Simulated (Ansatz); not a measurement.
Computed with Ansatz on PBE0-D4/def2-TZVP structures; ΔE is electronic, products minus reactants. CCSD(T)/CBS is the MP2 limit (def2-TZVPP, def2-QZVPP) plus CCSD(T) − MP2 in def2-TZVPP, frozen cores. Double bonds are as drawn, so ΔE can hold a change between cis and trans. One conformer a species, not always the lowest.

Consider the redistribution: `O/C=C/[SiH2]Cl` + `CBO` → `O/C=C/[SiH2]O` + `CBCl`.

```tsv
level	ΔE (kJ/mol)
SCS-MP2/def2-QZVPP	49.0
CCSD/CBS(def2)	50.0
```

(1) What does CCSD(T)/CBS give? (An estimate is asked.)

Largest T1 diagnostic among the species: 0.013.

Answers

(1) Ansatz gave: +50.0 kJ/mol. The listed levels differ from it by -1.0, 0.0 kJ/mol.
